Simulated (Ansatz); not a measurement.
Geometry optimisation of `C=C[SiH2]Br`.

```yaml
crystal:
  periodic: [false, false, false]
  atoms:
    - {symbol: C, position_ang: [-0.416077, 1.523477, -0.211662]}
    - {symbol: C, position_ang: [0.456048, 0.501889, -0.334000]}
    - {symbol: Si, position_ang: [0.145341, -1.176755, 0.426684]}
    - {symbol: Br, position_ang: [-0.037159, -2.734101, -1.190160]}
    - {symbol: H, position_ang: [-1.366763, 1.415034, 0.339464]}
    - {symbol: H, position_ang: [-0.222607, 2.515759, -0.655251]}
    - {symbol: H, position_ang: [1.389700, 0.661810, -0.904568]}
    - {symbol: H, position_ang: [1.280497, -1.610605, 1.309866]}
    - {symbol: H, position_ang: [-1.140380, -1.142908, 1.202425]}
basis:
  gaussian: {orbitals: def2-TZVP}
hamiltonian: {xc: pbe0, dispersion: d4}
relax: {f_tol: 0.005, max_steps: 150}
```

```sh
$ ansatz run in.yaml --threads 4 --pin off --events-out ev --progress --plain
```

Shortened log:

```
Functional definition: PBE0
mean field -80066.98138696 eV, -2942.4072946215 hartree, gradient 5.0e-5 eV, S^2 0.000000; 0 other end points of the search recorded, 0 dependent functions left out
relax step   1: F+E_penalty+E_count = -80067.15166105 eV  Δ(F+E_penalty+E_count) = +0.000e0 eV  max|allowed force component| = 5.459e-1 eV/Å  Δτ_max = 0.0000 Å  (27 SCF iters, accepted)
mean field -80067.02065440 eV, -2942.4087376732 hartree, gradient 8.3e-6 eV, S^2 0.000000; 0 other end points of the search recorded, 0 dependent functions left out
relax step   2: F+E_penalty+E_count = -80067.19222876 eV  Δ(F+E_penalty+E_count) = -4.057e-2 eV  max|allowed force component| = 1.418e-1 eV/Å  Δτ_max = 0.0367 Å  (33 SCF iters, accepted)
mean field -80067.02263063 eV, -2942.4088102986 hartree, gradient 8.1e-6 eV, S^2 0.000000; 0 other end points of the search recorded, 0 dependent functions left out
relax step   3: F+E_penalty+E_count = -80067.19438581 eV  Δ(F+E_penalty+E_count) = -2.157e-3 eV  max|allowed force component| = 8.667e-2 eV/Å  Δτ_max = 0.0171 Å  (33 SCF iters, accepted)
mean field -80067.02329935 eV, -2942.4088348734 hartree, gradient 8.1e-6 eV, S^2 0.000000; 0 other end points of the search recorded, 0 dependent functions left out
relax step   4: F+E_penalty+E_count = -80067.19513409 eV  Δ(F+E_penalty+E_count) = -7.483e-4 eV  max|allowed force component| = 2.539e-2 eV/Å  Δτ_max = 0.0113 Å  (33 SCF iters, accepted)
mean field -80067.02346622 eV, -2942.4088410057 hartree, gradient 8.1e-6 eV, S^2 0.000000; 0 other end points of the search recorded, 0 dependent functions left out
relax step   5: F+E_penalty+E_count = -80067.19525746 eV  Δ(F+E_penalty+E_count) = -1.234e-4 eV  max|allowed force component| = 1.319e-2 eV/Å  Δτ_max = 0.0140 Å  (33 SCF iters, accepted)
mean field -80067.02350354 eV, -2942.4088423774 hartree, gradient 8.2e-6 eV, S^2 0.000000; 0 other end points of the search recorded, 0 dependent functions left out
relax step   6: F+E_penalty+E_count = -80067.19527080 eV  Δ(F+E_penalty+E_count) = -1.334e-5 eV  max|allowed force component| = 1.722e-2 eV/Å  Δτ_max = 0.0036 Å  (34 SCF iters, accepted)
mean field -80067.02353309 eV, -2942.4088434634 hartree, gradient 8.1e-6 eV, S^2 0.000000; 0 other end points of the search recorded, 0 dependent functions left out
relax step   7: F+E_penalty+E_count = -80067.19529447 eV  Δ(F+E_penalty+E_count) = -2.367e-5 eV  max|allowed force component| = 1.862e-3 eV/Å  Δτ_max = 0.0027 Å  (34 SCF iters, accepted)
mean field -80067.02353309 eV, -2942.4088434634 hartree, gradient 8.2e-6 eV, S^2 0.000000; 1 other end points of the search recorded, 0 dependent functions left out
Total energy: -80067.19532515 eV, -2942.4151567051 hartree
Atom 0 at    -0.405817     1.503790    -0.203175 Å, force    -0.000174     0.000271    -0.000245 eV/Å
Atom 1 at     0.453632     0.497430    -0.339723 Å, force    -0.001150    -0.001640    -0.000353 eV/Å
Atom 2 at     0.141654    -1.157486     0.421355 Å, force    -0.000948    -0.000368    -0.001862 eV/Å
Atom 3 at    -0.025684    -2.710934    -1.167920 Å, force     0.000430    -0.000657     0.000040 eV/Å
Atom 4 at    -1.333417     1.391871     0.351446 Å, force    -0.000046     0.001201     0.001490 eV/Å
Atom 5 at    -0.224590     2.482347    -0.638776 Å, force    -0.000236    -0.000618    -0.000424 eV/Å
Atom 6 at     1.365232     0.657144    -0.911959 Å, force     0.001793     0.000768     0.000868 eV/Å
Atom 7 at     1.254962    -1.586098     1.301404 Å, force    -0.000343     0.000795    -0.000021 eV/Å
Atom 8 at    -1.137373    -1.124465     1.170146 Å, force     0.000674     0.000248     0.000507 eV/Å
Dipole moment:     0.019456     0.406250     0.136940 e Å
```

It took 37 s on 4 threads of a server CPU on a shared host, with 0.47 GiB of host memory at the peak.
